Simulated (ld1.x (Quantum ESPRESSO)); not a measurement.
**What one change does to a pseudopotential (In (Z = 49), TM)**

In, norm-conserving Troullier–Martins (Kleinman–Bylander form), made with ld1.x (Quantum ESPRESSO) 7.5 (PBE, non-relativistic). Core [Kr], reference 4d10 5s2 5p1. Waves: 5s (bound): rc 2.45 bohr; 5p (bound): rc 3.10 bohr; 4d (bound): rc 1.45 bohr. Local part: all-electron potential smoothed inside 1.75 bohr (lloc = -1). Core correction: Bessel-smoothed model core inside 1.30 bohr.

Change: local potential all-electron potential smoothed inside 1.84 bohr (lloc = -1).

Cutoffs: the cutoffs (Ry, on a coarse ladder) from which the occupation-weighted sum of valence levels, in a spherical-Bessel basis at the reference potential, stays within 10 and 1 mRy of its value at 400 Ry; they do not see the model core or the augmentation charge, which bear on the density cutoff. Errors are all-electron minus pseudo energies relative to the spin-unpolarised reference configuration.

Task: Predict the effect on cutoff, ghosts and configuration errors.

Result: The potential gets neither clearly harder nor softer (80 Ry and 140 Ry → 80 Ry and 140 Ry); both files keep a bound ghost (s); of the 7 tests that both files solve, the error grows in 2 and shrinks in 2 by more than 15 % and 0.3 meV (median size 8.0 → 6.7 meV); the range in which the s phases agree widens (upper end 1.8 → at the end of the scan).

| quantity | base | changed |
| --- | --- | --- |
| cutoff, loose | 80 Ry | 80 Ry |
| cutoff, tight | 140 Ry | 140 Ry |
| loose cutoff by channel (10 mRy a level) | s 12 Ry, p 6 Ry, d 70 Ry | s 15 Ry, p 6 Ry, d 70 Ry |
| bound ghosts | s | s |
| error for 4d10 5s2 5p0, meV [ΔE 5.43 eV] | -1.7 | -2.4 |
| error for 4d10 5s1 5p0, meV [ΔE 23.81 eV] | -16 | -20 |
| error for 4d10 5s0 5p0, meV [ΔE 50.94 eV] | -59 | -59 |
| error for 4d9 5s0 5p0, meV [ΔE 107.99 eV] | -133 | -142 |
| error for 4d10 5s2 5p1.3, meV [ΔE -0.56 eV] | +0.1 | +0.1 |
| error for 4d10 5s1 5p1, meV [ΔE 11.27 eV] | +4.2 | +2.1 |
| error for 4d10 5s0 5p3, meV [ΔE 10.53 eV] | +8.0 | +6.7 |
| s: phases at 3.37 bohr within 0.05 rad from the reference energy up to (Ry; the scan ends near 5) | 1.8 | to the end of the scan |
| p: phases at 3.37 bohr within 0.05 rad from the reference energy up to (Ry; the scan ends near 5) | 0.9 | 1.1 |
| d: phases at 3.37 bohr within 0.05 rad from the reference energy up to (Ry; the scan ends near 5) | 3.8 | 3.8 |

Changed file: These tests converged, but a pseudo level misses the all-electron one widely, so the file describes the atom poorly there or has found another state: 4d9 5s0 5p0: empty 5s by 7.1 eV. A true bound ghost makes a file unfit for plane-wave use even where its test errors are small: the radial tests pick states by their node count and pass the ghost by.
